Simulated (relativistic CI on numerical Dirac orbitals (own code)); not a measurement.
Computed by Dirac-Coulomb-Breit CI, orbitals from a KLI potential per configuration, a model potential for QED, unscaled Slater integrals (own radial code, finite nucleus).

The strongest absorption lines from the ground level of an ion, among the configurations computed and to levels below about 554 eV (vacuum wavelength in Å, gf): 48.592 (0.07), 48.621 (0.23), 50.718 (1.1), 50.864 (0.37), 51.749 (1), 65.455 (0.25), 65.938 (0.081), 69.172 (0.33).

(1) Which ion is it?
A. Sn35+
B. Pr44+
C. Ag32+
D. I38+

Answers

(1) D. I38+ has 15 electrons and the ground level 3s2.3p3 2P°_3/2; the strongest line goes to 3s2.3p2.3d 4P_3/2. The pattern of lines fixes the number of electrons, and along that sequence the line energies rise steadily with the charge (about as its square where n changes within one kind of shell, about linearly where n is kept but much faster in heavy ions where fine structure, which grows about as Z⁴, sets the gap, and irregularly where shells cross), which fixes Z. Configurations outside the model, such as inner-shell arrays, can give stronger lines. At this charge energies of transitions that change n are usually good to better than 1 %, and those within a shell (Δn = 0) to a few per cent.

LS names give the leading component of a level, which can be under half, so a name can repeat, a term be missing and a line seem to break the LS rules.
